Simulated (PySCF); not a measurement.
M06-2X single point of singlet MoH6 at its PBE0 minimum.

An equivalent PySCF input for this run (the driver started from the density of an earlier step):

```python
from pyscf import gto, scf, dft
mol = gto.M(atom='''
Mo     0.000000     0.000000    -0.030726
H      0.948888     0.000004     1.292327
H     -0.474447     0.821759     1.292327
H     -0.474441    -0.821763     1.292327
H      1.658186     0.000007    -0.301292
H     -0.829099     1.436027    -0.301292
H     -0.829087    -1.436034    -0.301292''',
    basis={'Mo': 'def2-TZVP', 'H': 'def2-TZVP'},
    ecp={'Mo': 'def2-TZVP'},
    charge=0, spin=0)
mf = dft.RKS(mol, xc='M062X')
mf.grids.atom_grid = (90, 434)
aux = {'Mo': 'def2-universal-JKFIT', 'H': 'def2-universal-JKFIT'}
mf = mf.density_fit(auxbasis=aux)
mf.conv_tol = 1e-08
mf.diis_space = 10
mf.max_cycle = 60
mf.verbose = 4
mf.kernel()
```

SCF log (excerpt):

```
init E= -71.5374885758369
  HOMO = -0.347090678524977  LUMO = -0.0547321045942006  gap/eV = 7.95548
cycle= 1 E= -71.5387891451651  delta_E= -0.0013  |g|= 0.0345  |ddm|= 0.182
  HOMO = -0.357239696899429  LUMO = -0.0617713293911384  gap/eV = 8.04010
cycle= 2 E= -71.5382472101178  delta_E= 0.000542  |g|= 0.0611  |ddm|= 0.0682
  HOMO = -0.351288975429361  LUMO = -0.0569985538407372  gap/eV = 8.00805
cycle= 3 E= -71.5390678051071  delta_E= -0.000821  |g|= 0.00571  |ddm|= 0.0416
  HOMO = -0.351508111389481  LUMO = -0.0573320213301896  gap/eV = 8.00494
cycle= 4 E= -71.5390776027151  delta_E= -9.8e-06  |g|= 0.00206  |ddm|= 0.0061
  HOMO = -0.351853399871732  LUMO = -0.0574340723741152  gap/eV = 8.01156
cycle= 5 E= -71.5390796467565  delta_E= -2.04e-06  |g|= 0.000335  |ddm|= 0.00294
  HOMO = -0.351855636161338  LUMO = -0.0573893766236764  gap/eV = 8.01284
cycle= 6 E= -71.539079815047  delta_E= -1.68e-07  |g|= 0.000158  |ddm|= 0.000897
  HOMO = -0.351871326775793  LUMO = -0.0574003112725396  gap/eV = 8.01296
cycle= 7 E= -71.5390798269357  delta_E= -1.19e-08  |g|= 1.87e-05  |ddm|= 0.00022
  HOMO = -0.351874163540205  LUMO = -0.057401606760115  gap/eV = 8.01301
cycle= 8 E= -71.5390798275499  delta_E= -6.14e-10  |g|= 7.84e-06  |ddm|= 5.17e-05
  HOMO = -0.351871680545342  LUMO = -0.0574001966259462  gap/eV = 8.01298
Extra cycle  E= -71.5390798275726  delta_E= -2.27e-11  |g|= 1.08e-05  |ddm|= 1.62e-05
converged SCF energy = -71.5390798275726
```

This run, together with those of the ionised and electron-attached species (not shown), took 19 s on 2 threads of a shared Arm Neoverse V2 host, with 76 basis functions; the process peaked at 1.2 GiB.
